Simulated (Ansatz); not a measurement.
Na₄H₅⁻. Charge -1, multiplicity 3. Geometry PBE-D4/def2-SVP, loosely relaxed, that of the neutral doublet; atoms count from 1.

```csv
atom,x (Å),y (Å),z (Å)
Na1,0.208,2.963,-1.393
Na2,0.045,0.661,1.031
Na3,-0.231,-3.258,-0.544
Na4,-0.032,-0.508,-2.358
H5,-0.110,-1.559,2.418
H6,0.185,2.659,0.648
H7,-0.100,-1.384,3.171
H8,-0.073,-1.059,-0.172
H9,0.107,1.485,-2.800
```

The highest occupied level of the charge -1 triplet lies above zero (up to 0.59 eV). By energy differences its removal costs 0.22 eV (vertical, to the charge 0 doublet, at PBE0-D4/def2-TZVPD); a positive level beside a positive removal energy at the same level points to self-interaction error. The geometry of the charge -1 triplet is only loosely relaxed. At PBE0-D4/def2-TZVPD a singlet of charge -1 lies 0.48 eV below the triplet, each at its own geometry. The structure comes from a short search, and lower isomers may exist.

Question: Estimate the Mulliken populations from the PBE0/def2-TZVPD orbitals of Ansatz.

Answer: 
| atom | charge (e) | spin (α − β) |
| --- | --- | --- |
| Na1 | 0.13 | 0.42 |
| Na2 | 0.44 | 0.00 |
| Na3 | -0.21 | 0.98 |
| Na4 | 0.14 | 0.54 |
| H5 | -0.27 | -0.01 |
| H6 | -0.41 | 0.01 |
| H7 | 0.25 | 0.03 |
| H8 | -0.60 | 0.05 |
| H9 | -0.47 | -0.01 |
Mulliken values and Mayer orders depend strongly on the basis. With diffuse functions, as here, like atoms can get unlike values, and bond orders can come out too low or too high.

Question: Where does the spin sit?

Answer: Summed by element: Na 1.94, H 0.06, of 2 unpaired in all. Largest on single atoms: Na3 0.98, Na4 0.54, Na1 0.42.

Question: And the Mayer bond orders between bonded heavy atoms (over 0.3)?

Answer: Na1–Na4 0.35 (3.61 Å); Na3–Na4 0.54 (3.30 Å).
